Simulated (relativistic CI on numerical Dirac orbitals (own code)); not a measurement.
# What each ingredient does to the levels of Os LVII

Base calculation: Dirac-Coulomb-Breit CI, KLI orbitals optimised for each configuration, model QED (radiative potential, 1s self-energy scaled to tabulated hydrogen-like ionisation energies), unscaled Slater integrals.

Configurations in the expansion (outside the closed core [Ne]): 3s²3p⁶3d², 3s²3p⁵3d³, 3s3p⁶3d³, 3s²3p⁶3d4s, 3s²3p⁶3d4p, 3s²3p⁶3d4d, 3s²3p⁵3d²4s, 3s²3p⁶3d4f, 3s²3p⁵3d²4p, 3s²3p⁵3d²4d, 3s3p⁶3d²4s, 3p⁶3d³4p, 3s²3p⁶4s², 3s3p⁶3d²4p, 3s²3p⁶4s4p, 3s²3p⁶3d5s, 3s²3p⁶3d5d, 3s²3p⁶3d5g, 3p⁶3d⁴, 3p⁵3d⁵, 3p⁵3d⁴4s, 3p⁶3d³4s, 3p⁵3d³4s², 3s²3p⁶4p², 3s²3p⁵4s4p², 3s²3p⁶4s4d, 3s²3p⁵4s²4d, 3s3p⁶3d4s², 3s3p⁶4s²4p, 3s3p⁶4s²4d. Double excitations out of closed p, d and f shells are left out; levels of such configurations are missing from the list, as are those of other unlisted configurations, and high levels can miss mixing partners. These lack a partner that the ground configuration has and come out too high: 3s²3p⁵3d²4p, 3s²3p⁵3d²4d.

The lowest level and the first level of each name with at least 55 % of one term (blank where a level has no safe partner in the second run):

```
         Level  Base (eV)  Shift (eV)
 3s²3p⁶3d² ³F2      0.000       0.000
 3s²3p⁶3d² ³P0     25.053      +0.321
 3s²3p⁶3d² ³F3     82.199      -0.093
 3s²3p⁶3d² ¹G4     96.792      -0.023
 3s²3p⁶3d² ³P1     98.511      +0.390
 3s²3p⁶3d² ³F4    173.071      -0.058
 3s²3p⁶3d² ¹S0    208.261      +0.203
3s²3p⁵3d³ ³I°7    456.609            
3s²3p⁵3d³ ³P°1    457.985
```

At this charge energies of transitions that change n are usually good to better than 1 %, and those within a shell (Δn = 0) to a few per cent.

Question: One thing was changed in a second run, which moved the levels as shown. Which?
A. only the first configuration
B. one mean potential for all configurations
C. QED terms removed
D. Breit term removed

Answer: A. Only the first configuration. With fewer configurations the levels that remain lose their mixing partners.

LS names give the leading component of a level, which can be under half, so a name can repeat, a term be missing and a line seem to break the LS rules.
